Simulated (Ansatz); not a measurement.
The same path of CH$_{7}$AsOSi (11 atoms, charge 0, multiplicity 1) was run twice with different band settings. The coordinate that changes most is the height of As4 over the plane of its neighbours.

Method: RKS B3LYP/def2-SVP (Ansatz).

Relaxed end points:

```xyz
11
Properties=species:S:1:pos:R:3
O -1.079 0.985 -0.980
C -0.274 1.116 0.179
Si -0.045 -0.619 0.941
As 0.939 -2.190 -0.568
H -1.185 1.855 -1.386
H 0.726 1.542 -0.042
H -0.737 1.774 0.945
H -1.370 -1.155 1.367
H 0.832 -0.494 2.145
H 2.125 -1.260 -0.849
H 0.134 -1.612 -1.733
```

```xyz
11
Properties=species:S:1:pos:R:3
O -1.094 1.090 -0.999
C -0.361 1.289 0.201
Si 0.210 -0.427 0.805
As 1.343 -1.475 -1.020
H -1.376 1.950 -1.338
H 0.535 1.926 0.049
H -0.966 1.776 0.994
H -0.957 -1.214 1.301
H 1.174 -0.241 1.933
H 1.520 -2.787 -0.250
H 0.035 -1.945 -1.656
```

Common settings: movable images 7; climbing image yes; optimiser quadratic models (default); start path IDPP; force threshold 0.05 eV/Å; iteration limit 60; end points relaxed.

| run | spring |
| --- | --- |
| 1 | 5.0 eV/Å² |
| 2 | 0.5 eV/Å² |

(1) What does each run give, and how far can it be trusted?

Answers

(1) Run 1: converged after 8 iterations, highest image 1.354 eV above the first end. A vibrational analysis at the climbing image gives one clearly imaginary mode, 746i cm⁻¹: a first-order saddle point.
Run 2: converged after 8 iterations, highest image 1.355 eV above the first end. Another band between the same ends (7 images) ends at a top of the same energy, where a vibrational analysis finds 1 clearly imaginary mode.
